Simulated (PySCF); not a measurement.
## Cu: excitation energy

Cu [Ar] 3d10 4s1 (2S) → Cu [Ar] 3d10 4p1 (2P), as a difference of total energies. Computed with PySCF 2.14 in aug-cc-pwCVTZ-DK with one added diffuse shell each of s, p, d, f, g type (11s10p8d5f4g, 152 functions), with the spin-free X2C one-electron Hamiltonian (Gaussian nucleus). The calculations carry no spin-orbit coupling.

Problem. Order these methods by the excitation energy they give, lowest first.
A. UHF
B. PW91
C. revPBE
D. M06-L

Solution. A (3.192 eV), C (3.904 eV), D (3.951 eV), B (4.016 eV).

For comparison: 3.806 eV (measured; NIST levels, between the centres of gravity of the two terms).
